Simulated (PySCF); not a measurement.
Species: C6H4F3N3.
Cartesian coordinates in Å at the GFN2-xTB level; atoms count from 1:
```
atom  x, y, z in Å
C1     3.474    0.988   -0.177
C2     2.746    0.040   -0.159
C3     1.825   -1.083   -0.127
N4     0.498   -0.635    0.206
N5     0.084   -0.520    1.440
C6    -1.149   -0.052    1.346
C7    -1.434    0.102   -0.017
C8    -2.675    0.589   -0.674
F9    -2.481    1.713   -1.381
F10   -3.629    0.865    0.231
F11   -3.201   -0.309   -1.521
N12   -0.360   -0.280   -0.705
H13    4.129    1.807   -0.199
H14    2.141   -1.801    0.636
H15    1.783   -1.558   -1.111
H16   -1.759    0.144    2.201
```

Computed at PBE0/pcSseg-1 (PySCF, non-relativistic), with Q(14N) = 0.02044 b: N4, 14N (I = 1): χzz = -3.383 MHz, η = 0.450; N5, 14N (I = 1): χzz = -5.239 MHz, η = 0.358; N12, 14N (I = 1): χzz = -5.184 MHz, η = 0.329.

Q: Where would the pure quadrupole (NQR) lines of 14N at N4 fall for the rigid, isolated species?

A: From ν± = (3/4)|χ|(1 ± η/3) and ν0 = |χ|η/2: ν+ 2.918 MHz, ν− 2.157 MHz, ν0 0.761 MHz (pyrrole-type nitrogen).

Q: Where would the pure quadrupole (NQR) lines of 14N at N5 fall for the rigid, isolated species?

A: From ν± = (3/4)|χ|(1 ± η/3) and ν0 = |χ|η/2: ν+ 4.397 MHz, ν− 3.460 MHz, ν0 0.937 MHz (pyridine-type nitrogen).

Q: Find the zero-field quadrupole resonance frequencies of 14N at N12.

A: From ν± = (3/4)|χ|(1 ± η/3) and ν0 = |χ|η/2: ν+ 4.314 MHz, ν− 3.462 MHz, ν0 0.852 MHz (pyridine-type nitrogen).

In a crystal, neighbours and librations shift these lines. GFN2-xTB bond lengths can be off by several hundredths of an ångström, more for odd bonds, and the gradients follow them. A larger basis could move these couplings by a tenth or more.

The run behind these numbers computed NMR shieldings as well. Time: 42 s of wall time; peak memory 0.98 GiB. Hardware: Arm Neoverse V1, one thread, on a shared host.

One conformer stands for the species.
